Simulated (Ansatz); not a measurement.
Total energies of CH6AlBO2Si (`[OH][Al]([OH])[CH]1B[SiH2]1`).

```
atom   x (Å)   y (Å)   z (Å)
  O1   1.565  -1.686  -0.545
 Al2   0.223  -0.927   0.165
  O3  -1.070  -1.763   0.875
  C4   0.495   0.968   0.600
  B5  -0.642   1.862   0.846
 Si6  -0.513   1.291  -1.000
  H7   1.663  -2.632  -0.626
  H8  -1.271  -2.682   0.712
  H9   1.513   1.031   0.985
 H10  -1.029   2.689   1.601
 H11   0.030   1.949  -2.213
 H12  -0.964  -0.102  -1.400
```

Charge 0, multiplicity 1. All single points use the PBE0-D4/def2-TZVP geometry. It is one conformer, not always the lowest. Basis def2-TZVPP, Ansatz 0.2.0.

RPA on PBE orbitals: Hartree–Fock energy of these orbitals -746.72835 Eh, correlation -1.54740 Eh (frozen core).

```tsv
functional	kind	energy without D4 (Eh)	D4 term (kJ/mol)
LDA (SPW92)	LDA	-745.17186	–
PBE	GGA	-748.57544	-28.5
revPBE	GGA	-748.93348	-76.6
r2SCAN	meta-GGA	-748.95827	-7.0
B3LYP	global hybrid, 20 %	-749.16888	-46.1
BHLYP	global hybrid, 50 %	-749.00754	-38.2
ωB97X-V	range-separated hybrid GGA with VV10	-748.96507	–
ωB97M-V	range-separated hybrid meta-GGA with VV10	-749.00860	–
B2PLYP	double hybrid	-748.72488	–
PBE-QIDH	double hybrid	-748.43601	–
```

Question: Give the same for BLYP, B97M-V, PBE0, r2SCANh, r2SCAN0, HSE06 (plane-wave form), CAM-B3LYP, LC-ωPBE. (Estimate.)

Answer: Computed: 
```tsv
functional	kind	energy without D4 (Eh)	D4 term (kJ/mol)
BLYP	GGA	-749.05782	-61.1
B97M-V	meta-GGA with VV10	-748.96117	–
PBE0	global hybrid, 25 % exact exchange	-748.63784	-24.4
r2SCANh	meta-GGA hybrid, 10 %	-748.94258	-7.5
r2SCAN0	meta-GGA hybrid, 25 %	-748.92036	-8.3
HSE06 (plane-wave form)	screened hybrid	-748.61413	-22.9
CAM-B3LYP	range-separated hybrid	-749.04052	-25.1
LC-ωPBE	long-range corrected hybrid	-748.80599	–
```

B3LYP takes the VWN-RPA correlation (the form of Gaussian; ORCA's B3LYP/G). HSE06 is the plane-wave form, built on full-range PBE exchange. The double hybrids freeze the cores in their second-order part.

LC-ωPBE has ω = 0.4 bohr⁻¹.
